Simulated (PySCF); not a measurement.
F4S, charge -1, multiplicity 2. Atoms are numbered in the order given.

```xyz
5

F     -0.2283     1.6134     0.0000
S      0.4278    -0.2586     0.0000
F      0.3319    -0.2667    -1.7734
F      0.3319    -0.2667     1.7734
F     -1.1961    -0.6203     0.0000
```
Charge -1, spin multiplicity 2.

Geometry: r2SCAN-D4/def2-SVPD. The multiplicity is an assumed one; other spin states were not compared.

All values below come from r2SCAN-D4/def2-SVPD (PySCF 2.14.0).

Frequencies are harmonic and unscaled.

```tsv
mode	ν (cm⁻¹)	IR (km/mol)	moving atoms (share of kinetic energy)
1	164	30.6	F 99 %
2	184	0.9	F 99 %
3	228	7.1	F 99 %
4	313	30.8	F 67 %, S 33 %
5	387	6.0	F 98 %
6	423	68.0	F 62 %, S 38 %
7	474	21.8	F 86 %, S 14 %
8	592	584.4	S 62 %, F 38 %
9	711	101.8	F 55 %, S 45 %
```
